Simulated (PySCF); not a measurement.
Isomers of C4H7F3OSi.

All values: PBE0/pcSseg-1 (PySCF) at GFN2-xTB geometries, gas phase, one conformer each.

Problem. Rank by HOMO–LUMO gap, lowest first.
A. `[F:1][C:2]([F:3])([F:4])[C@H:5]1[CH2:6][CH2:7][O:8][SiH2:9]1` with C2–C5–C6–C7 156°, C5–C6–C7–O8 -38°, C6–C7–O8–Si9 23°, C7–O8–Si9–C5 -1°
B. `[CH2:1]=[CH:2][C@@H:3]([O:4][SiH2:5][F:6])[CH:7]([F:8])[F:9]` with C1–C2–C3–O4 -6°, C2–C3–O4–Si5 151°, C3–O4–Si5–F6 178°, C2–C3–C7–F8 174°
C. `[CH3:1][C@@H:2]([F:3])[Si@@H:4]([CH:5]=[O:6])[CH:7]([F:8])[F:9]` with C1–C2–Si4–C5 65°, C2–Si4–C5–O6 -28°, C2–Si4–C7–F8 -69°
D. `[CH3:1][O:2][C@@H:3]1[SiH2:4][C@:5]1([F:6])[CH:7]([F:8])[F:9]` with C1–O2–C3–Si4 -81°, Si4–C5–C7–F8 -20°

Solution. C (5.46 eV), D (6.69 eV), B (7.91 eV), A (8.58 eV).

Problem. Rank by the lowest IAO charge on any atom, highest value first.
A. `[CH2:1]=[CH:2][C@@H:3]([O:4][SiH2:5][F:6])[CH:7]([F:8])[F:9]` with C1–C2–C3–O4 -6°, C2–C3–O4–Si5 151°, C3–O4–Si5–F6 178°, C2–C3–C7–F8 174°
B. `[CH3:1][C@@H:2]([F:3])[Si@@H:4]([CH:5]=[O:6])[CH:7]([F:8])[F:9]` with C1–C2–Si4–C5 65°, C2–Si4–C5–O6 -28°, C2–Si4–C7–F8 -69°
C. `[F:1][C:2]([F:3])([F:4])[C@H:5]1[CH2:6][CH2:7][O:8][SiH2:9]1` with C2–C5–C6–C7 156°, C5–C6–C7–O8 -38°, C6–C7–O8–Si9 23°, C7–O8–Si9–C5 -1°
D. `[CH3:1][O:2][C@@H:3]1[SiH2:4][C@:5]1([F:6])[CH:7]([F:8])[F:9]` with C1–O2–C3–Si4 -81°, Si4–C5–C7–F8 -20°

Solution. D (-0.367 e), B (-0.437 e), A (-0.625 e), C (-0.655 e).

Problem. Rank by dipole moment, highest first.
A. `[F:1][C:2]([F:3])([F:4])[C@H:5]1[CH2:6][CH2:7][O:8][SiH2:9]1` with C2–C5–C6–C7 156°, C5–C6–C7–O8 -38°, C6–C7–O8–Si9 23°, C7–O8–Si9–C5 -1°
B. `[CH3:1][C@@H:2]([F:3])[Si@@H:4]([CH:5]=[O:6])[CH:7]([F:8])[F:9]` with C1–C2–Si4–C5 65°, C2–Si4–C5–O6 -28°, C2–Si4–C7–F8 -69°
C. `[CH2:1]=[CH:2][C@@H:3]([O:4][SiH2:5][F:6])[CH:7]([F:8])[F:9]` with C1–C2–C3–O4 -6°, C2–C3–O4–Si5 151°, C3–O4–Si5–F6 178°, C2–C3–C7–F8 174°
D. `[CH3:1][O:2][C@@H:3]1[SiH2:4][C@:5]1([F:6])[CH:7]([F:8])[F:9]` with C1–O2–C3–Si4 -81°, Si4–C5–C7–F8 -20°

Solution. D (3.48 D), C (3.14 D), A (2.01 D), B (1.14 D).

All values together:

```
                      SMILES  μ (D)  HOMO (eV)  LUMO (eV)  lowest IAO charge (e)  highest IAO charge (e)  lowest Hirshfeld charge (e)  highest Hirshfeld charge (e)
CO[C@@H]1[SiH2][C@]1(F)C(F)F   3.48      -7.01      -0.32             -0.367 (O)             +0.577 (Si)                   -0.130 (O)                   +0.292 (Si)
 C[C@@H](F)[Si@@H](C=O)C(F)F   1.14      -7.40      -1.95             -0.437 (C)             +0.811 (Si)                   -0.192 (O)                   +0.347 (Si)
    FC(F)(F)[C@H]1CCO[SiH2]1   2.01      -8.30       0.28             -0.655 (O)             +1.010 (Si)                   -0.239 (O)                   +0.406 (Si)
    C=C[C@@H](O[SiH2]F)C(F)F   3.14      -8.00      -0.09             -0.625 (O)             +1.286 (Si)                   -0.210 (F)                   +0.453 (Si)
```

Conformers: `[CH3:1][O:2][C@@H:3]1[SiH2:4][C@:5]1([F:6])[CH:7]([F:8])[F:9]` with C1–O2–C3–Si4 -81°, Si4–C5–C7–F8 -20°; `[CH3:1][C@@H:2]([F:3])[Si@@H:4]([CH:5]=[O:6])[CH:7]([F:8])[F:9]` with C1–C2–Si4–C5 65°, C2–Si4–C5–O6 -28°, C2–Si4–C7–F8 -69°; `[F:1][C:2]([F:3])([F:4])[C@H:5]1[CH2:6][CH2:7][O:8][SiH2:9]1` with C2–C5–C6–C7 156°, C5–C6–C7–O8 -38°, C6–C7–O8–Si9 23°, C7–O8–Si9–C5 -1°; `[CH2:1]=[CH:2][C@@H:3]([O:4][SiH2:5][F:6])[CH:7]([F:8])[F:9]` with C1–C2–C3–O4 -6°, C2–C3–O4–Si5 151°, C3–O4–Si5–F6 178°, C2–C3–C7–F8 174°.
